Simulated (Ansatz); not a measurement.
The same path of C$_{2}$H$_{4}$FIn (8 atoms, charge 0, multiplicity 1) was run twice with different band settings. The coordinate that changes most is the dihedral C1–C2–In3–F4.

Computed with Ansatz, RKS PBE0/def2-SVP.

Relaxed end points:

```xyz
8
Properties=species:S:1:pos:R:3
C -0.911 1.079 -0.027
C 0.374 0.759 -0.229
In 0.919 -1.272 0.064
F -0.773 -2.157 0.588
H -1.647 0.324 0.274
H -1.282 2.104 -0.155
H 1.089 1.533 -0.530
H 2.230 -2.370 0.014
```

```xyz
8
Properties=species:S:1:pos:R:3
C -1.065 1.141 0.009
C 0.174 0.672 -0.182
In 0.692 -1.370 0.129
F 2.594 -1.726 -0.258
H -1.896 0.507 0.340
H -1.318 2.197 -0.157
H 0.957 1.364 -0.516
H -0.138 -2.784 0.635
```

Common settings: movable images 7; climbing image yes; spring 5.0 eV/Å²; optimiser quadratic models (default); start path through a guess of the saddle point; end points relaxed.

| run | force threshold | iteration limit |
| --- | --- | --- |
| 1 | 0.05 eV/Å | 44 |
| 2 | 0.2 eV/Å | 58 |

(1) What does each run give, and how far can it be trusted?

Results:

(1) Run 1: converged after 14 iterations, highest image 0.138 eV above the first end. A vibrational analysis at the climbing image gives one clearly imaginary mode, 78i cm⁻¹: a first-order saddle point.
Run 2: converged after 9 iterations, highest image 0.138 eV above the first end. The threshold of 0.2 eV/Å is loose, so the images may lie well off the minimum-energy path. Another band between the same ends (7 images) ends at a top of the same energy, where a vibrational analysis finds 1 clearly imaginary mode.
